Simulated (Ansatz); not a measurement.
The same path of Ge$_{2}$H$_{8}$OSn (12 atoms, charge 0, multiplicity 1) was run 3 times with different band settings. The coordinate that changes most is the dihedral Ge2–Sn3–Ge4–H10.

All numbers below come from Ansatz 0.2.0, RHF/def2-SVP.

Relaxed end points:

```xyz
12
Properties=species:S:1:pos:R:3
O -2.181 1.505 -0.544
Ge -0.928 1.710 0.697
Sn 0.296 -0.602 1.110
Ge 1.266 -1.581 -1.147
H -1.893 1.355 -1.430
H -1.684 2.198 1.934
H 0.066 2.791 0.235
H -0.816 -1.721 1.776
H 1.577 -0.394 2.230
H 2.316 -0.625 -1.732
H 0.138 -1.742 -2.178
H 1.921 -2.950 -0.916
```

```xyz
12
Properties=species:S:1:pos:R:3
O -2.693 0.307 -0.309
Ge -1.509 1.293 0.574
Sn 0.647 -0.152 1.103
Ge 1.707 -1.156 -1.103
H -2.479 0.066 -1.197
H -2.240 1.727 1.846
H -1.154 2.530 -0.270
H 0.233 -1.430 2.165
H 1.817 0.825 1.889
H 2.927 -2.028 -0.777
H 2.149 -0.022 -2.041
H 0.672 -2.015 -1.846
```

Common settings: movable images 7; spring 5.0 eV/Å²; start path IDPP; force threshold 0.03 eV/Å; end points relaxed.

| run | climbing image | optimiser | iteration limit | largest step |
| --- | --- | --- | --- | --- |
| 1 | yes | quadratic models (default) | 39 | default |
| 2 | yes | fire | 41 | 0.02 Å |
| 3 | from the first iteration | fire | 54 | default |

What does each run give, and how far can it be trusted?

Run 1: converged after 6 iterations, highest image 0.018 eV above the first end. A vibrational analysis at the climbing image gives one clearly imaginary mode, 53i cm⁻¹: a first-order saddle point.
Run 2: converged after 22 iterations, highest image 0.019 eV above the first end. Another band between the same ends (7 images) ends at a top of the same energy, where a vibrational analysis finds 1 clearly imaginary mode.
Run 3: converged after 25 iterations, highest image 0.019 eV above the first end. Another band between the same ends (7 images) ends at a top of the same energy, where a vibrational analysis finds 1 clearly imaginary mode.
